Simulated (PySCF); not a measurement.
**Computed properties of Si(F)(I)2(OH) (FHI₂OSi), SMILES O[Si](F)(I)I**

Si(F)(I)2(OH) (FHI2OSi), SMILES F[Si](I)(O)I. Geometry: PBE0-D3(BJ)/def2-SVP. This is a generated structure with no PubChem entry under its InChIKey; it may be hypothetical. The def2 effective core potentials stand for the cores of I; spin–orbit coupling is left out. The values are those of a single conformer. All values are computed for the isolated molecule unless a solvent is named; none is compared with measurement here.

**Structure.** All 12 harmonic modes at PBE0-D3(BJ)/def2-SVP (PySCF) are real, so it is a minimum. With heavy atoms numbered as in [OH:1][Si:2]([F:3])([I:4])[I:5], the shortest bond between them is Si2–F3 at 1.613 Å and the longest Si2–I5 at 2.428 Å.

**Vibrations.** The strongest infrared lines (harmonic, unscaled, degenerate partners summed) lie at 781 cm⁻¹ (292 km/mol, H 66 %, O 24 %), 465 cm⁻¹ (249 km/mol, Si 84 %), 3905 cm⁻¹ (154 km/mol, H 94 %). The softest mode is at 81 cm⁻¹ and the zero-point energy is 12.1 kcal/mol.

**Electronic structure.** HF/def2-TZVP (PySCF) places the frontier levels at -10.35 and 1.96 eV, a gap of 12.31 eV, and gives a dipole moment of 1.56 D and a mean polarisability of 81.3 bohr³. PBE/def2-TZVP (PySCF) at the same geometry gives -6.74 and -2.24 eV, so its gap is 7.81 eV narrower. An orbital gap is neither the optical nor the fundamental gap.

**Excitations.** TDDFT-ωB97X/def2-SVPD (PySCF) has S1 at 5.41 eV (229 nm, f = 0.041, weak); the most intense of the 10 singlets computed lies at 7.34 eV (f = 0.08). T1 (TDA) is at 4.89 eV. TDDFT-PBE/def2-SVPD (PySCF) puts S1 at 4.57 eV. No vertical singlet excitation falls in the visible range (under 3.1 eV).
